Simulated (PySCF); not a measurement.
A geometry optimisation, step by step.

Compound: cis-Zr(PH3)2Br4 (singlet state).
Bonds: Zr1–P2, Zr1–Br6, Zr1–P7, Zr1–Br11, Zr1–Br12, Zr1–Br13. Hydrogens: H3, H4, H5 on P2; H8, H9, H10 on P7.

Method: PBE0-D3(BJ)/def2-SVP geometry optimisation, gas phase, def2 core potentials past Kr (PySCF); density fitting, grid level 1; the optimiser is geomeTRIC in internal coordinates, started from a GFN2-xTB structure with every atom displaced at random (about 0.03 Å). 11 of its 20 geometries are shown. The frame can shift and turn from step to step; on so coarse a grid that alone can change the energy by a few meV, and forces under 0.02 eV/Å are noise.

Step 0: E = -300070.1330 eV, largest atomic force 2.820 eV/Å
```
atom  x, y, z in Å  |  force x, y, z in eV/Å
Zr1    -0.792   -0.067   -0.851   -1.730   2.142  -0.608
P2     -1.019   -0.075    1.957    0.547   1.472   0.590
H3     -2.145    0.716    2.324    0.207   0.046  -0.135
H4     -0.025    0.582    2.826   -0.633  -0.422  -0.729
H5     -1.308   -1.105    2.829   -0.111  -1.010   0.392
Br6    -0.640    0.331   -3.362    0.165  -0.113   0.416
P7      2.005    0.040   -0.972   -0.668   0.205   0.636
H8      2.882   -0.602   -0.117    0.254  -0.539   0.917
H9      2.880    1.084   -1.181    0.279   1.048  -0.315
H10     2.359   -0.725   -2.039    0.323  -0.736  -1.311
Br11   -3.378   -0.270   -0.651    0.856   0.006   0.043
Br12   -0.561    2.450   -0.096    0.043  -0.504  -0.074
Br13   -0.229   -2.411   -0.646    0.470  -1.594   0.178
```

Step 2: E = -300070.5733 eV, largest atomic force 0.307 eV/Å
```
atom  x, y, z in Å  |  force x, y, z in eV/Å
Zr1    -0.866   -0.014   -0.886   -0.183   0.210  -0.127
P2     -1.007   -0.056    1.965   -0.108  -0.059  -0.021
H3     -2.082    0.752    2.402   -0.011   0.023   0.053
H4      0.017    0.525    2.745    0.125   0.034   0.058
H5     -1.253   -1.213    2.763    0.026   0.103  -0.167
Br6    -0.633    0.321   -3.362    0.114  -0.098   0.053
P7      1.986    0.028   -0.952    0.194  -0.165  -0.127
H8      2.772   -0.593    0.063   -0.119   0.119  -0.067
H9      2.782    1.187   -1.173   -0.093  -0.044   0.023
H10     2.431   -0.763   -2.053   -0.035   0.132   0.171
Br11   -3.360   -0.236   -0.684    0.079  -0.063   0.089
Br12   -0.594    2.474   -0.245    0.043  -0.217   0.063
Br13   -0.162   -2.465   -0.561   -0.032   0.025  -0.003
```

Step 4: E = -300070.6182 eV, largest atomic force 0.314 eV/Å
```
atom  x, y, z in Å  |  force x, y, z in eV/Å
Zr1    -0.926   -0.017   -0.923    0.138   0.008  -0.074
P2     -0.959   -0.050    1.901    0.115   0.207  -0.096
H3     -1.957    0.787    2.458    0.036  -0.014   0.064
H4      0.169    0.435    2.623   -0.098  -0.068  -0.032
H5     -1.198   -1.247    2.613   -0.045  -0.056   0.073
Br6    -0.586    0.187   -3.394   -0.008   0.003  -0.095
P7      1.910    0.048   -0.918   -0.308   0.055  -0.025
H8      2.616   -0.440    0.203    0.134  -0.031   0.098
H9      2.602    1.266   -1.127    0.052   0.015  -0.012
H10     2.496   -0.742   -1.929    0.120  -0.114  -0.048
Br11   -3.405   -0.259   -0.666   -0.047   0.030   0.063
Br12   -0.464    2.437   -0.331   -0.110   0.063   0.083
Br13   -0.269   -2.456   -0.488    0.021  -0.099   0.000
```

Step 6: E = -300070.6452 eV, largest atomic force 0.111 eV/Å
```
atom  x, y, z in Å  |  force x, y, z in eV/Å
Zr1    -0.953   -0.009   -0.960   -0.049  -0.052  -0.062
P2     -0.896   -0.031    1.859   -0.064  -0.045  -0.037
H3     -1.843    0.812    2.489    0.009   0.021   0.015
H4      0.267    0.409    2.538    0.056  -0.002   0.024
H5     -1.129   -1.235    2.572   -0.011   0.019   0.008
Br6    -0.631    0.165   -3.449    0.032   0.011   0.106
P7      1.875    0.035   -0.887   -0.010   0.040   0.028
H8      2.554   -0.411    0.279   -0.024   0.017  -0.019
H9      2.581    1.246   -1.100    0.018  -0.016  -0.025
H10     2.521   -0.791   -1.839   -0.006  -0.018   0.017
Br11   -3.434   -0.237   -0.658    0.076  -0.004   0.036
Br12   -0.586    2.457   -0.326   -0.008  -0.006  -0.052
Br13   -0.294   -2.461   -0.498   -0.020   0.036  -0.040
```

Step 8: E = -300070.6607 eV, largest atomic force 0.144 eV/Å
```
atom  x, y, z in Å  |  force x, y, z in eV/Å
Zr1    -0.996   -0.016   -1.001   -0.011  -0.038   0.029
P2     -0.837   -0.006    1.820    0.026  -0.040   0.069
H3     -1.654    0.896    2.547    0.005   0.028  -0.040
H4      0.405    0.303    2.438   -0.013  -0.002  -0.021
H5     -1.122   -1.202    2.529   -0.019   0.022  -0.015
Br6    -0.634    0.107   -3.476    0.016  -0.014  -0.035
P7      1.811    0.037   -0.841    0.142   0.020   0.007
H8      2.429   -0.275    0.399   -0.031   0.009  -0.005
H9      2.534    1.221   -1.138   -0.019  -0.011  -0.013
H10     2.523   -0.881   -1.654   -0.050   0.001   0.011
Br11   -3.458   -0.240   -0.602   -0.026   0.001  -0.002
Br12   -0.621    2.471   -0.490   -0.027  -0.001   0.019
Br13   -0.350   -2.465   -0.508    0.008   0.023  -0.005
```

Step 10: E = -300070.6691 eV, largest atomic force 0.094 eV/Å
```
atom  x, y, z in Å  |  force x, y, z in eV/Å
Zr1    -1.004   -0.047   -1.014    0.018   0.049   0.018
P2     -0.826    0.018    1.803    0.010   0.010  -0.021
H3     -1.561    1.005    2.505   -0.006   0.011  -0.002
H4      0.443    0.241    2.400   -0.015  -0.003   0.004
H5     -1.200   -1.135    2.536   -0.020   0.000   0.012
Br6    -0.567    0.009   -3.485   -0.008  -0.033  -0.025
P7      1.809    0.048   -0.818   -0.092   0.017  -0.012
H8      2.394   -0.152    0.458    0.041   0.004   0.019
H9      2.539    1.196   -1.217    0.004   0.012   0.002
H10     2.512   -0.950   -1.533    0.024  -0.016  -0.008
Br11   -3.464   -0.274   -0.588   -0.023  -0.013  -0.031
Br12   -0.702    2.458   -0.564    0.029  -0.002   0.011
Br13   -0.342   -2.470   -0.460    0.038  -0.034   0.034
```

Step 11: E = -300070.6714 eV, largest atomic force 0.230 eV/Å
```
atom  x, y, z in Å  |  force x, y, z in eV/Å
Zr1    -0.988   -0.081   -1.011    0.044   0.090  -0.012
P2     -0.857    0.042    1.803   -0.009   0.043  -0.100
H3     -1.550    1.095    2.449   -0.010  -0.009   0.031
H4      0.410    0.212    2.419    0.004  -0.005   0.027
H5     -1.316   -1.066    2.555   -0.019  -0.007   0.028
Br6    -0.480   -0.098   -3.478   -0.031  -0.041   0.036
P7      1.825    0.060   -0.820   -0.229  -0.024   0.012
H8      2.412   -0.057    0.465    0.074   0.007   0.029
H9      2.544    1.182   -1.300    0.013   0.020   0.004
H10     2.512   -0.986   -1.476    0.078  -0.023  -0.009
Br11   -3.454   -0.311   -0.594    0.010  -0.010  -0.056
Br12   -0.710    2.436   -0.602    0.025  -0.023  -0.014
Br13   -0.316   -2.479   -0.386    0.049  -0.019   0.025
```

Step 13: E = -300070.6694 eV, largest atomic force 0.249 eV/Å
```
atom  x, y, z in Å  |  force x, y, z in eV/Å
Zr1    -0.968   -0.118   -1.017    0.050   0.095  -0.002
P2     -0.893    0.074    1.791   -0.028   0.062  -0.133
H3     -1.538    1.187    2.385   -0.016  -0.023   0.061
H4      0.366    0.184    2.436    0.010  -0.007   0.034
H5     -1.440   -0.985    2.555   -0.013  -0.005   0.029
Br6    -0.370   -0.235   -3.465   -0.050  -0.009   0.057
P7      1.831    0.069   -0.802   -0.242  -0.051   0.031
H8      2.413    0.052    0.490    0.077   0.011   0.022
H9      2.537    1.160   -1.364    0.023   0.024   0.009
H10     2.522   -1.020   -1.380    0.099  -0.007  -0.001
Br11   -3.442   -0.355   -0.643    0.046  -0.013  -0.058
Br12   -0.717    2.411   -0.671    0.019  -0.020  -0.025
Br13   -0.269   -2.477   -0.293    0.025  -0.056  -0.024
```

Step 15: E = -300070.6774 eV, largest atomic force 0.074 eV/Å
```
atom  x, y, z in Å  |  force x, y, z in eV/Å
Zr1    -0.937   -0.118   -1.033    0.053  -0.038  -0.001
P2     -0.948    0.079    1.779   -0.029   0.004   0.013
H3     -1.637    1.162    2.380   -0.002  -0.003   0.003
H4      0.288    0.211    2.465   -0.006  -0.001  -0.005
H5     -1.488   -0.996    2.528   -0.002   0.002  -0.016
Br6    -0.342   -0.256   -3.473   -0.008  -0.001   0.003
P7      1.845    0.064   -0.764    0.072  -0.011   0.013
H8      2.438    0.040    0.527   -0.028   0.007  -0.004
H9      2.530    1.187   -1.292   -0.001  -0.006   0.003
H10     2.593   -0.984   -1.355   -0.006   0.022   0.011
Br11   -3.415   -0.364   -0.752   -0.013   0.001   0.015
Br12   -0.660    2.406   -0.694   -0.018   0.005  -0.004
Br13   -0.237   -2.483   -0.295   -0.012   0.020  -0.032
```

Step 17: E = -300070.6781 eV, largest atomic force 0.045 eV/Å
```
atom  x, y, z in Å  |  force x, y, z in eV/Å
Zr1    -0.910   -0.126   -1.053    0.008  -0.023  -0.013
P2     -0.991    0.075    1.758    0.008  -0.011   0.026
H3     -1.685    1.156    2.358   -0.006  -0.001  -0.019
H4      0.230    0.193    2.475   -0.009  -0.001   0.000
H5     -1.554   -1.002    2.487   -0.005  -0.008  -0.012
Br6    -0.304   -0.276   -3.487    0.008   0.009  -0.008
P7      1.871    0.075   -0.728    0.030   0.032  -0.010
H8      2.427    0.080    0.579   -0.019  -0.003   0.009
H9      2.553    1.202   -1.252   -0.002  -0.001   0.006
H10     2.656   -0.964   -1.286   -0.010  -0.007   0.007
Br11   -3.391   -0.378   -0.788   -0.008   0.004   0.007
Br12   -0.657    2.401   -0.726    0.005   0.006   0.006
Br13   -0.214   -2.488   -0.316    0.000   0.005   0.000
```

Step 19: E = -300070.6781 eV, largest atomic force 0.024 eV/Å
```
atom  x, y, z in Å  |  force x, y, z in eV/Å
Zr1    -0.901   -0.126   -1.058   -0.004  -0.006  -0.011
P2     -0.999    0.068    1.754    0.015  -0.007   0.001
H3     -1.702    1.148    2.345   -0.010  -0.004  -0.008
H4      0.215    0.187    2.482   -0.007  -0.001   0.005
H5     -1.567   -1.013    2.473   -0.009  -0.005  -0.005
Br6    -0.290   -0.269   -3.491    0.009   0.009   0.001
P7      1.876    0.082   -0.722   -0.007   0.019  -0.012
H8      2.418    0.083    0.591   -0.002  -0.002   0.008
H9      2.561    1.210   -1.239    0.003   0.003   0.008
H10     2.663   -0.958   -1.276    0.002  -0.007   0.012
Br11   -3.384   -0.379   -0.790    0.000   0.003  -0.002
Br12   -0.652    2.401   -0.724    0.004   0.001   0.004
Br13   -0.205   -2.488   -0.323    0.005  -0.002   0.000
```

Q: Summarise the path.

A: The energy falls by 0.5451 eV from step 0 to step 19; nine tenths of that is first reached at step 5. It rises by more than 0.2 meV at step 12. The largest force goes from 2.820 to 0.024 eV/Å. Among the bonds Zr1–Br13 changes most, from 2.420 to 2.569 Å; the atoms move by 0.484 Å rms after alignment.

Q: Follow the three bonds and two angles with the largest change from start to end.

A: 
```
step  E above end (eV)  largest force (eV/Å)  Zr1–Br13 (Å)  Zr1–Br11 (Å)  Zr1–Br12 (Å)  Zr1–P2–H5 (°)  Zr1–P7–H9 (°)
   0            0.5451                 2.820         2.420         2.602         2.638          130.5          132.0
   1            0.1608                 0.595         2.574         2.486         2.565          127.3          128.0
   2            0.1048                 0.307         2.571         2.512         2.583          125.4          125.1
   3            0.0707                 0.227         2.564         2.518         2.569          123.4          123.0
   4            0.0599                 0.314         2.563         2.503         2.566          121.0          120.5
   5            0.0435                 0.236         2.572         2.498         2.574          120.5          120.2
   6            0.0329                 0.111         2.581         2.510         2.573          120.4          120.5
   7            0.0256                 0.094         2.581         2.508         2.568          119.9          120.6
   8            0.0174                 0.144         2.581         2.505         2.566          119.0          120.8
   9            0.0136                 0.078         2.578         2.507         2.565          119.1          121.2
  10            0.0090                 0.094         2.571         2.507         2.563          118.8          121.4
  11            0.0067                 0.230         2.567         2.511         2.566          118.7          121.5
  12            0.0194                 0.319         2.563         2.516         2.564          118.1          121.1
  13            0.0087                 0.249         2.566         2.514         2.565          118.5          121.1
  14            0.0034                 0.091         2.571         2.511         2.566          118.7          120.5
  15            0.0007                 0.074         2.575         2.506         2.561          118.4          119.7
  16            0.0003                 0.079         2.573         2.506         2.560          118.1          119.4
  17            0.0000                 0.045         2.570         2.508         2.561          118.0          119.4
  18            0.0000                 0.028         2.569         2.509         2.561          117.9          119.5
  19            0.0000                 0.024         2.569         2.510         2.562          117.9          119.6
```

What follows is the cost of the whole optimisation. The run took 12 min on an Intel Xeon 6975P-C with one thread, on a shared host, and the process peaked at 2.1 GiB of memory.
